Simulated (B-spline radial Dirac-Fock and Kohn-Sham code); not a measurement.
## The Be-like isoelectronic sequence (4 electrons), Z = 71 to 78

Method: multi-electron Dirac-Fock with separately optimised hole states, Breit and Lamb-shift corrections added in first order. Computed with a radial atomic solver. Binding energies in eV, tabulated ground configurations ([He] 2s2 throughout). Correlation and solid-state effects are left out.

| ion | 1s | outermost level | NIST ionisation energy |
| --- | --- | --- | --- |
| Lu⁶⁷⁺ | 71446.2 | 17607.2 (2s) | 17610 ± 40 |
| Hf⁶⁸⁺ | ? | ? | ? |
| Ta⁶⁹⁺ | 75941.7 | 18755.9 (2s) | 18760 ± 50 |
| W⁷⁰⁺ | 78254.4 | 19348.1 (2s) | 19362 ± 3 |
| Re⁷¹⁺ | 80611.6 | 19952.7 (2s) | 19950 ± 60 |
| Os⁷²⁺ | 83013.6 | 20569.7 (2s) | 20570 ± 70 |
| Ir⁷³⁺ | 85461.9 | 21199.5 (2s) | 21200 ± 90 |
| Pt⁷⁴⁺ | 87956.4 | 21842.3 (2s) | 21840 ± 90 |

Question: Fill in the row of Hf⁶⁸⁺.

Answer: 1s 73672.5, outermost 18175.6 (2s), NIST 18180 ± 50 eV.

NIST's values are for the lowest levels; a dash marks a value that is missing or belongs to another shell. Their kind here: semi-empirical, theoretical.
